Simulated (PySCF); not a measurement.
An element was calculated at UHF (PySCF 2.14, spin-free X2C, a quadruple-zeta basis, no spin-orbit coupling), in the ground configurations that NIST lists.

```
first ionisation energy  : 10.711 eV
second ionisation energy : 20.239 eV
third ionisation energy  : 34.644 eV
```

**Question.** Which element is it?

**Answer.** Bromine (Br, Z = 35), in x2c-QZVPPall. NIST lists 11.814, 21.591, 34.871 ± 0.019 eV for these ionisation energies.
